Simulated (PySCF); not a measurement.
Si(F)3(NCO) (CF3NOSi), SMILES O=C=N[Si](F)(F)F.

The structure is a stationary point at r2SCAN-D4/def2-SVP. Other conformers were not sampled.

Level of theory: SMD-M06-2X/6-31G* (PySCF).

Solvation free energies are E(SMD) − E(gas) at the gas-phase geometry, for 1 M in both phases. In vacuum the dipole moment is 0.31 D.

```json
[
 {"solvent": "water", "ΔG(solv) (kcal/mol)": "3.4", "its non-electrostatic (CDS) part": "6.8", "dipole (D)": "0.20"},
 {"solvent": "diethylether", "ΔG(solv) (kcal/mol)": "-1.9", "its non-electrostatic (CDS) part": "-0.2", "dipole (D)": "0.34"},
 {"solvent": "chloroform", "ΔG(solv) (kcal/mol)": "(withheld)", "its non-electrostatic (CDS) part": "(withheld)", "dipole (D)": "(withheld)"}
]
```

### Question
Fill in the missing entries. (Estimate from the structure and the level; the computed values follow.)

### Answer

- chloroform, ΔG(solv) (kcal/mol): -0.5
- chloroform, its non-electrostatic (CDS) part: 1.6
- chloroform, dipole (D): 0.32
